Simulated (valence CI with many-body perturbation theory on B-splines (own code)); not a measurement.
# Nd LIV: calculated level list

Level of theory: valence CI with perturbative core correlation (CI+MBPT): five valence electrons over a frozen Dirac-Fock core [He], a basis of 11 s, 11 p, 10 d, 8 f, 5 g, 2 h functions for each j, with the one-electron correlation potential Σ1 (screened to all orders), the two-electron term Σ2, the three-electron term Σ3, Breit, model QED; selected single and double excitations, second order for the rest, scaled by the run's own slope (own B-spline code, finite nucleus).

The last digits are not significant, and no measured levels were compared; by estimate large intervals hold to a few tenths of a per cent, small ones and those within an open d or f shell to about a per cent. Among the levels kept, up to 7300 cm⁻¹ of a level comes from second order outside the variational space, and about a tenth of that is noise between levels of different J, which matters for small intervals.

Levels 91 to 135 of 197, with energies above the lowest level, (2s^2 2p1/2^2 2p3/2) J=3/2. "Leading %" is the weight of the configuration and term that name the level; weights of strongly mixed levels are sums over their largest components and can fall short, so below about 35 % the name and the second component can differ from the true leading terms, or belong to a minority configuration. In the jj column 3d3/2^4 stands for four electrons in 3d with j = 3/2. Lifetimes count E1, E2, E3, M1 and M2 decay at the calculated energies, and are blank where another channel may lead or the interval is too uncertain; long ones can be off by a factor of two.

```tsv
No.	Configuration	Term	J	E (eV)	Leading %	Leading jj	Lifetime
91	2s²2p²3p	²P°	1/2	7051.0	53	2s^2 2p3/2^2 3p3/2 (92 %)	177 fs
92	2s²2p²3p	²D°	5/2	7057.7	36	2s^2 2p3/2^2 3p3/2 (67 %)	31.2 fs
93	2s²2p²3p	⁴D°	7/2	7059.0	55	2s^2 2p3/2^2 3p3/2 (85 %)	125 fs
94	2s2p³3p	⁶P	3/2	7065.4	39	2s 2p1/2 2p3/2^2 3p1/2 (99 %)	13.9 fs
95	2s2p³3s	⁴P°	1/2	7075.2	83	2s 2p1/2 2p3/2^2 3s (99 %)	17.7 fs
96	2s2p³3p	⁴F	5/2	7076.1	29	2s 2p1/2 2p3/2^2 3p1/2 (98 %)	6.90 fs
97	2s²2p²3p	²P°	3/2	7083.5	36	2s^2 2p3/2^2 3p3/2 (63 %)	31.7 fs
98	2s2p³3s	⁴P°	3/2	7090.3	32	2s 2p1/2 2p3/2^2 3s (70 %)	23.9 fs
99	2s2p³3s	²S°	1/2	7098.2	49	2s 2p1/2 2p3/2^2 3s (92 %)	8.65 fs
100	2s2p³3s	²D°	3/2	7101.0	34	2s 2p1/2 2p3/2^2 3s (90 %)	25.8 fs
101	2s2p³3p	²F	7/2	7105.3	41	2s 2p1/2 2p3/2^2 3p1/2 (97 %)	3.71 fs
102	2s2p³3s	²D°	5/2	7108.6	80	2s 2p1/2 2p3/2^2 3s (96 %)	30.7 fs
103	2s2p³3s	²D°	3/2	7110.9	43	2s 2p1/2 2p3/2^2 3s (69 %)	14.7 fs
104	2s²2p²3p	²P°	3/2	7121.0	39	2s^2 2p3/2^2 3p3/2 (66 %)	32.8 fs
105	2s2p³3s	²P°	1/2	7121.7	91	2s 2p1/2 2p3/2^2 3s (99 %)	19.7 fs
106	2s2p³3p	⁴P	5/2	7131.6	51	2s 2p1/2 2p3/2^2 3p1/2 (96 %)	6.99 fs
107	2s²2p²3d	²D	3/2	7144.2	29	2s^2 2p3/2^2 3d3/2 (92 %)	1.45 fs
108	2s²2p²3d	⁴D	5/2	7147.4	27	2s^2 2p3/2^2 3d3/2 (88 %)	1.77 fs
109	2s²2p²3d	⁴P	1/2	7147.8	37	2s^2 2p3/2^2 3d3/2 (82 %)	1.32 fs
110	2s²2p²3d	²F	7/2	7151.6	37	2s^2 2p3/2^2 3d3/2 (95 %)	2.08 fs
111	2s2p³3p	⁴D	1/2	7152.6	69	2s 2p1/2 2p3/2^2 3p1/2 (98 %)	13.3 fs
112	2s2p³3p	⁴P	1/2	7168.8	44	2s 2p1/2 2p3/2^2 3p1/2 (86 %)	49.0 fs
113	2s2p³3p	⁴F	3/2	7171.0	24	2s 2p1/2 2p3/2^2 3p1/2 (92 %)	19.6 fs
114	2s²2p²3d	²F	7/2	7173.8	52	2s^2 2p3/2^2 3d5/2 (98 %)	407 fs
115	2s²2p²3d	⁴F	9/2	7174.9	62	2s^2 2p3/2^2 3d5/2 (98 %)	21.4 ps
116	2s2p³3p	⁴D	3/2	7176.4	24	2s 2p1/2 2p3/2^2 3p1/2 (83 %)	2.64 fs
117	2s2p³3p	²F	5/2	7178.5	58	2s 2p1/2 2p3/2^2 3p1/2 (95 %)	30.5 fs
118	2s²2p²3d	²P	1/2	7187.6	47	2s^2 2p3/2^2 3d5/2 (92 %)	2.27 fs
119	2s²2p²3d	²D	3/2	7194.6	34	2s^2 2p3/2^2 3d3/2 (52 %)	3.10 fs
120	2s²2p²3d	²D	5/2	7206.7	59	2s^2 2p3/2^2 3d5/2 (94 %)	1.43 fs
121	2s2p³3p	²P	3/2	7209.6	40	2s 2p1/2 2p3/2^2 3p1/2 (96 %)	6.73 fs
122	2s2p³3p	⁴P	1/2	7210.0	41	2s 2p1/2 2p3/2^2 3p1/2 (96 %)	11.5 fs
123	2s²2p²3d	²D	3/2	7212.8	56	2s^2 2p3/2^2 3d5/2 (62 %)	1.13 fs
124	2s2p³3p	⁶P	7/2	7223.4	48	2s 2p1/2 2p3/2^2 3p3/2 (98 %)	67.6 fs
125	2s2p³3p	⁴P	5/2	7225.5	34	2s 2p1/2 2p3/2^2 3p3/2 (96 %)	10.0 fs
126	2s2p³3p	⁴P	1/2	7234.1	61	2s 2p1/2 2p3/2^2 3p3/2 (95 %)	5.26 fs
127	2s²2p²3d	²D	5/2	7234.3	65	2s^2 2p3/2^2 3d5/2 (96 %)	1.72 fs
128	2s2p³3p	⁴P	3/2	7255.8	47	2s 2p1/2 2p3/2^2 3p3/2 (98 %)	5.04 fs
129	2s2p³3p	⁴F	9/2	7262.7	99	2s 2p1/2 2p3/2^2 3p3/2 (99 %)	919 fs
130	2s2p³3p	⁴D	7/2	7264.0	64	2s 2p1/2 2p3/2^2 3p3/2 (99 %)	12.5 fs
131	2s2p³3p	²P	3/2	7270.7	61	2s 2p1/2 2p3/2^2 3p3/2 (93 %)	5.23 fs
132	2s2p³3p	²D	5/2	7289.5	58	2s 2p1/2 2p3/2^2 3p3/2 (94 %)	4.90 fs
133	2s2p³3d	⁶D°	3/2	7304.9	41	2s 2p1/2 2p3/2^2 3d3/2 (98 %)	10.4 fs
134	2s2p³3d	⁶D°	1/2	7306.3	46	2s 2p1/2 2p3/2^2 3d3/2 (98 %)	9.14 fs
135	2s2p³3d	⁶D°	5/2	7308.2	37	2s 2p1/2 2p3/2^2 3d3/2 (94 %)	7.03 fs
```
